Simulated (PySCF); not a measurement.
From one molecule to another.

First species: C7H12P2.
Numbering: `[CH:1]#[C:2][CH2:3]/[P:4]=[P:5]/[C@H:6]([CH3:7])[CH2:8][CH3:9]` (hydrogens: H10 on C1; H11, H12 on C3; H13 on C6; H14, H15, H16 on C7; H17, H18 on C8; H19, H20, H21 on C9)

Second species: C8H11NSi.
SMILES with atom numbers: `[N:1]#[C:2][C:3](/[CH:4]=[CH:5]\[CH:6]1[CH2:7][CH2:8]1)=[CH:9]\[SiH3:10]` (hydrogens: H11 on C4; H12 on C5; H13 on C6; H14, H15 on C7; H16, H17 on C8; H18 on C9; H19, H20, H21 on Si10)

Cartesian coordinates in Å at the GFN2-xTB level; atoms count from 1:
```xyz
21
C8H11NSi angstrom
N      1.2840    1.7474    1.1029
C      1.1937    0.7902    0.4756
C      1.1927   -0.3934   -0.3010
C     -0.0392   -1.0643   -0.6740
C     -1.3106   -0.7312   -0.4160
C     -1.8253    0.4210    0.3188
C     -3.1555    1.0029   -0.1005
C     -3.0603    0.2360    1.1717
C      2.4049   -0.8666   -0.6693
Si     4.0536   -0.0724   -0.2275
H      0.1351   -1.9680   -1.2467
H     -2.0795   -1.3947   -0.7959
H     -1.0884    1.1188    0.6870
H     -3.2677    2.0747   -0.0558
H     -3.6629    0.5444   -0.9361
H     -3.5032   -0.7479    1.2104
H     -3.1019    0.7715    2.1071
H      2.4124   -1.7734   -1.2630
H      4.2357   -0.1052    1.2233
H      5.0864   -0.8748   -0.8871
H      4.0869    1.3021   -0.7243
```

Levels: PBE0/pcSseg-1 for dipole moment, HOMO energy, LUMO energy and HOMO–LUMO gap; GFN2-xTB for rotational constant A and rotational constant C. Geometries: GFN2-xTB. Each species is one conformer at its optimised geometry, gas phase, non-relativistic unless stated; the electronic structure was computed with PySCF and density fitting.

The conformers computed, where there is a choice (atom-mapped SMILES and torsion angles):
- `[CH:1]#[C:2][CH2:3]/[P:4]=[P:5]/[C@H:6]([CH3:7])[CH2:8][CH3:9]`: C2–C3–P4–P5 -129°, P4–P5–C6–C7 62°, P5–C6–C8–C9 -60°
- `[N:1]#[C:2][C:3](/[CH:4]=[CH:5]\[CH:6]1[CH2:7][CH2:8]1)=[CH:9]\[SiH3:10]`: C2–C3–C4–C5 1°, C4–C5–C6–C7 148°

| property | column X | column Y |
| --- | --- | --- |
| dipole moment | 3.28 D | 1.19 D |
| HOMO energy | -6.81 eV | -6.95 eV |
| LUMO energy | -2.03 eV | -2.60 eV |
| HOMO–LUMO gap | 4.78 eV | 4.35 eV |
| rotational constant A | 2.994 GHz | 2.047 GHz |
| rotational constant C | 0.452 GHz | 0.537 GHz |

Task: Which column belongs to which species?

Result: Column X is the second species and column Y the first. The first has 21 atoms and 84 electrons, the second 21 and 80.

Task: How does each property change from the first species to the second?

Result: dipole moment +2.09 D; HOMO energy +0.14 eV; LUMO energy +0.57 eV; HOMO–LUMO gap +0.43 eV; rotational constant A +0.947 GHz; rotational constant C -0.085 GHz.

On the first: A dipole of 1.19 D is allowed in C1, and pure rotational transitions are dipole-allowed. The dipole equals about 4.0 × 10⁻³⁰ C·m (1 D = 3.33564 × 10⁻³⁰ C·m).

On the second: The dipole equals about 10.9 × 10⁻³⁰ C·m (1 D = 3.33564 × 10⁻³⁰ C·m).
